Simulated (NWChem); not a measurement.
## CH3F2Si (SMILES FC(F)[SiH2]): name the method

CH3F2Si has 7 atoms, charge 0, and is taken as a doublet. As SMILES, `FC(F)[SiH2]`. The coordinates come from a GFN2-xTB relaxation. This is one conformer, not always the lowest.

```jsonl
{"atom": "F", "x (Å)": "0.2517", "y (Å)": "-1.4125", "z (Å)": "1.1301"}
{"atom": "C", "x (Å)": "0.5015", "y (Å)": "-0.5970", "z (Å)": "0.0683"}
{"atom": "F", "x (Å)": "1.5774", "y (Å)": "0.1682", "z (Å)": "0.4335"}
{"atom": "Si", "x (Å)": "-1.0269", "y (Å)": "0.5303", "z (Å)": "-0.3028"}
{"atom": "H", "x (Å)": "0.8420", "y (Å)": "-1.2387", "z (Å)": "-0.7578"}
{"atom": "H", "x (Å)": "-1.4188", "y (Å)": "1.2231", "z (Å)": "0.9121"}
{"atom": "H", "x (Å)": "-0.7270", "y (Å)": "1.3267", "z (Å)": "-1.4834"}
```

A calculation with NWChem 7.3.0 gave:

```json
{
 "total energy": "-529.0061 Eh",
 "dipole moment": "1.67 D",
 "HOMO energy": "-6.15 eV",
 "LUMO energy": "-3.03 eV",
 "⟨S²⟩": "0.752",
 "largest force": "1.152 eV/Å"
}
```

Q: Which of these levels gave the numbers?
A. B3LYP/6-31G* (Cartesian functions)
B. HF/3-21G
C. B3LYP/6-31G* (spherical functions)
D. HF/STO-3G

A: A. The others give -520.7659 Eh (HF/STO-3G), -529.0017 Eh (B3LYP/6-31G* (spherical functions)), -524.5376 Eh (HF/3-21G).
